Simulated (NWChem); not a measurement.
System: SnNH3O, singlet; SMILES [OH][Sn][NH2]

```xyz
6

Sn    -0.3822     0.0263     0.0000
O      0.9806     1.4952     0.0000
H      1.9009     1.2072     0.0000
N      0.9582    -1.5102     0.0000
H      1.9711    -1.4257     0.0000
H      0.6849    -2.4883     0.0000
```
Atoms are numbered in this order, from 1.

All runs: NWChem. Low-valent species are run as closed-shell singlets; no triplet was tried in these runs. Geometry: optimised at PBE0/def2-SVP (def2 core potentials past Kr).

Question: Predict the results for TPSS/STO-3G (all-electron, non-relativistic). Quantities: highest occupied level (eV); orbital gap (eV); dipole (D).

Answer: 
```yaml
highest occupied level (eV): -2.03
orbital gap (eV): 3.77
dipole (D): 2.28
```
